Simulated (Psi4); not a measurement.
Two rigid molecules brought together: C2H8Si2 ··· H2 (SMILES C1[SiH2]C[SiH2]1 and [H][H]). Monomers: optimised at B3LYP-D3(BJ) (def2-TZVP), held rigid. Orientation: lowest of the rigid-body minima from ten starts at GFN2-xTB. The monomers approach along the line of their centres of mass (distance R); nothing else relaxes.

Methods: PBE/def2-TZVP, counterpoise-corrected (Psi4); PBE-D3(BJ)/def2-TZVP, counterpoise-corrected (Psi4); wB97X-D/def2-TZVP, counterpoise-corrected (Psi4).

Interaction energies in kcal/mol; the last columns give the difference from wB97X-D:

```
R / Å  PBE/def2-TZVP  PBE-D3(BJ)/def2-TZVP  wB97X-D/def2-TZVP  PBE/def2-TZVP − wB97X-D/def2-TZVP  PBE-D3(BJ)/def2-TZVP − wB97X-D/def2-TZVP
-----  -------------  --------------------  -----------------  ---------------------------------  ----------------------------------------
3.03            0.90                 -0.17              -0.10                               1.00                                     -0.07
3.27            0.32                 -0.58              -0.47                               0.79                                     -0.11
3.46            0.07                 -0.70              -0.53                               0.60                                     -0.17
3.65           -0.06                 -0.72              -0.50                               0.43                                     -0.22
3.84           -0.13                 -0.67              -0.44                               0.31                                     -0.23
4.13           -0.15                 -0.55              -0.35                               0.20                                     -0.20
4.48           -0.12                 -0.39              -0.25                               0.14                                     -0.14
4.94           -0.06                 -0.23              -0.15                               0.09                                     -0.07
5.67           -0.01                 -0.09              -0.06                               0.05                                     -0.03
6.69            0.00                 -0.03              -0.02                               0.02                                     -0.01
7.93            0.00                 -0.01              -0.01                               0.01                                      0.00
```

PBE/def2-TZVP is furthest from wB97X-D/def2-TZVP at 3.03 (1.00 kcal/mol, above); its mean absolute difference over the points is 0.33 kcal/mol.

PBE-D3(BJ)/def2-TZVP is furthest from wB97X-D/def2-TZVP at 3.84 (-0.23 kcal/mol, below); its mean absolute difference over the points is 0.11 kcal/mol.
